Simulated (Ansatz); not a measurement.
Ansatz (an electronic-structure program) input (B3LYP-D3(BJ)/def2-TZVP):

Ansatz 0.2 input:
```yaml
crystal:
  periodic: [false, false, false]
  atoms:
    - {symbol: Ga, position_ang: [0.00166692, 0.01878653, 0.00689740]}
    - {symbol: F, position_ang: [-1.70867814, -1.02466356, 0.01584954]}
    - {symbol: F, position_ang: [0.07165505, 1.86373852, -0.76921526]}
    - {symbol: F, position_ang: [1.65718842, -0.80320716, 0.76771156]}
basis:
  gaussian:
    orbitals: def2-TZVP
hamiltonian:
  xc: b3lyp
  dispersion: d3bj
total_charge: -1
magnetization: {spin_polarized: true, initial_magnetization: 1}
relax: {f_tol: 0.002, max_steps: 150}
```

Output:

```
Functional definition: B3LYP
integrals: 0.05 GiB planned
871 factors; their error is unknown
mean field: 0.72 GiB planned
mean field evaluation 1: about -60536.7125 eV, gradient 1.8e1 eV
mean field evaluation 2: about -60535.5949 eV, gradient 3.0e1 eV
mean field evaluation 4: about -60537.4909 eV, gradient 1.4e0 eV
mean field evaluation 8: about -60537.6747 eV, gradient 1.0e-1 eV
mean field evaluation 16: about -60537.6747 eV, gradient 1.8e-5 eV
mean field -60537.67468435 eV, -2224.7185107400 hartree, gradient 1.8e-5 eV, S^2 0.752572; 0 other end points of the search recorded, 0 dependent functions left out
the calculation of the forces begins
reference -60537.67489256 eV, -2224.7185183916 hartree; 30, 29 occupied and 111, 112 virtual orbitals, 871 factors
relax step   1: F+E_penalty+E_count = -60537.73788813 eV  Δ(F+E_penalty+E_count) = +0.000e0 eV  max|allowed force component| = 1.055e0 eV/Å  Δτ_max = 0.0000 Å  (29 SCF iters, accepted)
these checks for a lower state are left out or cut short: starts, cluster_reference, orbital_swaps, neighbouring_geometries, increment
integrals: 0.05 GiB planned
871 factors; their error is unknown
mean field: 0.72 GiB planned
mean field -60537.82960528 eV, -2224.7242039794 hartree, gradient 7.0e-6 eV, S^2 0.752161; 0 other end points of the search recorded, 0 dependent functions left out
the calculation of the forces begins
reference -60537.82981550 eV, -2224.7242117047 hartree; 30, 29 occupied and 111, 112 virtual orbitals, 871 factors
relax step   2: F+E_penalty+E_count = -60537.89376953 eV  Δ(F+E_penalty+E_count) = -1.559e-1 eV  max|allowed force component| = 6.284e-1 eV/Å  Δτ_max = 0.0571 Å  (35 SCF iters, accepted)
these checks for a lower state are left out or cut short: starts, cluster_reference, orbital_swaps, neighbouring_geometries, increment
integrals: 0.05 GiB planned
871 factors; their error is unknown
mean field: 0.72 GiB planned
mean field evaluation 32: about -60537.9196 eV, gradient 1.1e-5 eV
mean field -60537.91959930 eV, -2224.7275111988 hartree, gradient 1.1e-5 eV, S^2 0.751793; 0 other end points of the search recorded, 0 dependent functions left out
the calculation of the forces begins
reference -60537.91981120 eV, -2224.7275189858 hartree; 30, 29 occupied and 111, 112 virtual orbitals, 871 factors
relax step   3: F+E_penalty+E_count = -60537.98528717 eV  Δ(F+E_penalty+E_count) = -9.152e-2 eV  max|allowed force component| = 7.169e-1 eV/Å  Δτ_max = 0.0773 Å  (38 SCF iters, accepted)
these checks for a lower state are left out or cut short: starts, cluster_reference, orbital_swaps, neighbouring_geometries, increment
integrals: 0.05 GiB planned
871 factors; their error is unknown
mean field: 0.72 GiB planned
mean field -60538.30419025 eV, -2224.7416446555 hartree, gradient 6.6e-6 eV, S^2 0.751567; 0 other end points of the search recorded, 0 dependent functions left out
the calculation of the forces begins
reference -60538.30439896 eV, -2224.7416523251 hartree; 30, 29 occupied and 111, 112 virtual orbitals, 871 factors
relax step   4: F+E_penalty+E_count = -60538.37098750 eV  Δ(F+E_penalty+E_count) = -3.857e-1 eV  max|allowed force component| = 1.492e0 eV/Å  Δτ_max = 0.1957 Å  (36 SCF iters, accepted)
these checks for a lower state are left out or cut short: starts, cluster_reference, orbital_swaps, neighbouring_geometries, increment
integrals: 0.05 GiB planned
871 factors; their error is unknown
mean field: 0.72 GiB planned
mean field -60538.62107014 eV, -2224.7532897766 hartree, gradient 2.3e-5 eV, S^2 0.751380; 0 other end points of the search recorded, 0 dependent functions left out
the calculation of the forces begins
reference -60538.62127428 eV, -2224.7532972785 hartree; 30, 29 occupied and 111, 112 virtual orbitals, 871 factors
relax step   5: F+E_penalty+E_count = -60538.68920923 eV  Δ(F+E_penalty+E_count) = -3.182e-1 eV  max|allowed force component| = 3.650e-1 eV/Å  Δτ_max = 0.1951 Å  (33 SCF iters, accepted)
these checks for a lower state are left out or cut short: starts, cluster_reference, orbital_swaps, neighbouring_geometries, increment
integrals: 0.05 GiB planned
871 factors; their error is unknown
mean field: 0.73 GiB planned
mean field -60538.64544531 eV, -2224.7541855474 hartree, gradient 1.9e-5 eV, S^2 0.751198; 0 other end points of the search recorded, 0 dependent functions left out
the calculation of the forces begins
reference -60538.64564861 eV, -2224.7541930185 hartree; 30, 29 occupied and 111, 112 virtual orbitals, 871 factors
relax step   6: F+E_penalty+E_count = -60538.71549828 eV  Δ(F+E_penalty+E_count) = -2.629e-2 eV  max|allowed force component| = 2.601e-1 eV/Å  Δτ_max = 0.1027 Å  (29 SCF iters, accepted)
these checks for a lower state are left out or cut short: starts, cluster_reference, orbital_swaps, neighbouring_geometries, increment
integrals: 0.05 GiB planned
871 factors; their error is unknown
mean field: 0.73 GiB planned
mean field -60538.66127309 eV, -2224.7547672076 hartree, gradient 1.2e-5 eV, S^2 0.751260; 0 other end points of the search recorded, 0 dependent functions left out
the calculation of the forces begins
reference -60538.66147638 eV, -2224.7547746786 hartree; 30, 29 occupied and 111, 112 virtual orbitals, 871 factors
relax step   7: F+E_penalty+E_count = -60538.73059783 eV  Δ(F+E_penalty+E_count) = -1.510e-2 eV  max|allowed force component| = 3.764e-2 eV/Å  Δτ_max = 0.0364 Å  (31 SCF iters, accepted)
these checks for a lower state are left out or cut short: starts, cluster_reference, orbital_swaps, neighbouring_geometries, increment
integrals: 0.05 GiB planned
871 factors; their error is unknown
mean field: 0.73 GiB planned
mean field evaluation 64: about -60538.4913 eV, gradient 5.3e-4 eV
mean field -60538.66122491 eV, -2224.7547654369 hartree, gradient 2.5e-5 eV, S^2 0.751249; 0 other end points of the search recorded, 0 dependent functions left out
the calculation of the forces begins
reference -60538.66142837 eV, -2224.7547729141 hartree; 30, 29 occupied and 111, 112 virtual orbitals, 871 factors
relax step   8: F+E_penalty+E_count = -60538.73054512 eV  Δ(F+E_penalty+E_count) = +5.271e-5 eV  max|allowed force component| = 5.296e-2 eV/Å  Δτ_max = 0.0064 Å  (31 SCF iters, rejected (line search))
these checks for a lower state are left out or cut short: starts, cluster_reference, orbital_swaps, neighbouring_geometries, increment
integrals: 0.05 GiB planned
871 factors; their error is unknown
mean field: 0.73 GiB planned
mean field -60538.66135247 eV, -2224.7547701250 hartree, gradient 1.7e-5 eV, S^2 0.751254; 0 other end points of the search recorded, 0 dependent functions left out
the calculation of the forces begins
reference -60538.66155584 eV, -2224.7547775987 hartree; 30, 29 occupied and 111, 112 virtual orbitals, 871 factors
relax step   9: F+E_penalty+E_count = -60538.73068632 eV  Δ(F+E_penalty+E_count) = -8.849e-5 eV  max|allowed force component| = 4.015e-3 eV/Å  Δτ_max = 0.0024 Å  (24 SCF iters, accepted)
these checks for a lower state are left out or cut short: starts, cluster_reference, orbital_swaps, neighbouring_geometries, increment
integrals: 0.05 GiB planned
871 factors; their error is unknown
mean field: 0.73 GiB planned
mean field -60538.66135203 eV, -2224.7547701086 hartree, gradient 2.2e-5 eV, S^2 0.751254; 0 other end points of the search recorded, 0 dependent functions left out
the calculation of the forces begins
reference -60538.66155540 eV, -2224.7547775823 hartree; 30, 29 occupied and 111, 112 virtual orbitals, 871 factors
relax step  10: F+E_penalty+E_count = -60538.73068713 eV  Δ(F+E_penalty+E_count) = -8.154e-7 eV  max|allowed force component| = 9.890e-4 eV/Å  Δτ_max = 0.0002 Å  (20 SCF iters, accepted)
integrals: 0.05 GiB planned
871 factors; their error is unknown
mean field: 0.73 GiB planned
mean field -60538.66135203 eV, -2224.7547701086 hartree, gradient 2.2e-5 eV, S^2 0.751254; 1 other end points of the search recorded, 0 dependent functions left out
the calculation of the forces begins
reference -60538.66155540 eV, -2224.7547775823 hartree; 30, 29 occupied and 111, 112 virtual orbitals, 871 factors
Total energy: -60538.73089050 eV, -2224.7573256003 hartree
Atom 0 at    -0.112078     0.212581     0.470372 Å, force     0.000989    -0.000506     0.000749 eV/Å
Atom 1 at    -1.414918    -0.927236    -0.144401 Å, force    -0.000367    -0.000098    -0.000322 eV/Å
Atom 2 at     0.094386     1.515741    -0.807768 Å, force    -0.000131     0.000262    -0.000459 eV/Å
Atom 3 at     1.454443    -0.746431     0.503040 Å, force    -0.000491     0.000342     0.000033 eV/Å
Dipole moment:    -0.072648     0.122882     0.287136 e Å
```
